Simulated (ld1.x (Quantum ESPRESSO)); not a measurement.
## An all-electron radial function and its pseudo partner (Cu (Z = 29))

Columns: radius, all-electron u(r) and pseudo u(r) of the 4s shell (level -8.40 eV) of copper in the configuration [Ar] 3d10 4s0.5 4p0; LDA (PZ), scalar-relativistic, ultrasoft scheme, ld1.x (Quantum ESPRESSO) 7.5.

```json
{"r (bohr)": "0.118", "all-electron": "-0.1339", "pseudo": "-0.0358"}
{"r (bohr)": "0.235", "all-electron": "-0.0880", "pseudo": "-0.0719"}
{"r (bohr)": "0.353", "all-electron": "0.1336", "pseudo": "-0.1096"}
{"r (bohr)": "0.470", "all-electron": "0.2611", "pseudo": "-0.1487"}
{"r (bohr)": "0.588", "all-electron": "0.2655", "pseudo": "-0.1902"}
{"r (bohr)": "0.705", "all-electron": "0.1883", "pseudo": "-0.2334"}
{"r (bohr)": "0.822", "all-electron": "0.0723", "pseudo": "-0.2784"}
{"r (bohr)": "0.940", "all-electron": "-0.0557", "pseudo": "-0.3251"}
{"r (bohr)": "1.058", "all-electron": "-0.1789", "pseudo": "-0.3726"}
{"r (bohr)": "1.175", "all-electron": "-0.2885", "pseudo": "-0.4194"}
{"r (bohr)": "1.292", "all-electron": "-0.3827", "pseudo": "-0.4650"}
{"r (bohr)": "1.410", "all-electron": "-0.4613", "pseudo": "-0.5084"}
{"r (bohr)": "1.528", "all-electron": "-0.5242", "pseudo": "-0.5482"}
{"r (bohr)": "1.645", "all-electron": "-0.5725", "pseudo": "-0.5828"}
{"r (bohr)": "1.763", "all-electron": "-0.6086", "pseudo": "-0.6118"}
{"r (bohr)": "1.880", "all-electron": "-0.6335", "pseudo": "-0.6340"}
{"r (bohr)": "1.998", "all-electron": "-0.6490", "pseudo": "-0.6490"}
{"r (bohr)": "2.115", "all-electron": "-0.6564", "pseudo": "-0.6564"}
{"r (bohr)": "2.232", "all-electron": "-0.6570", "pseudo": "-0.6570"}
{"r (bohr)": "2.350", "all-electron": "-0.6520", "pseudo": "-0.6520"}
{"r (bohr)": "2.468", "all-electron": "-0.6423", "pseudo": "-0.6423"}
{"r (bohr)": "2.585", "all-electron": "-0.6289", "pseudo": "-0.6289"}
{"r (bohr)": "2.702", "all-electron": "-0.6125", "pseudo": "-0.6125"}
{"r (bohr)": "2.820", "all-electron": "-0.5936", "pseudo": "-0.5936"}
{"r (bohr)": "2.938", "all-electron": "-0.5729", "pseudo": "-0.5729"}
{"r (bohr)": "3.055", "all-electron": "-0.5511", "pseudo": "-0.5511"}
```

**Question.** How many radial nodes do the two functions have?

**Answer.** The all-electron 4s function has n − l − 1 = 3 (the table is too coarse to show those close to the nucleus); the pseudo-wave has 0, since the states of the same l below it are removed with the core.

**Question.** At about which radius was the pseudo-wave matched?

**Answer.** 2.05 bohr, where the columns begin to agree (steps of 0.12 bohr).

**Question.** Is the pseudo-wave norm-conserving?

**Answer.** No, it belongs to an ultrasoft set: the norm inside the radius is not constrained, and the difference is carried by the augmentation charge.
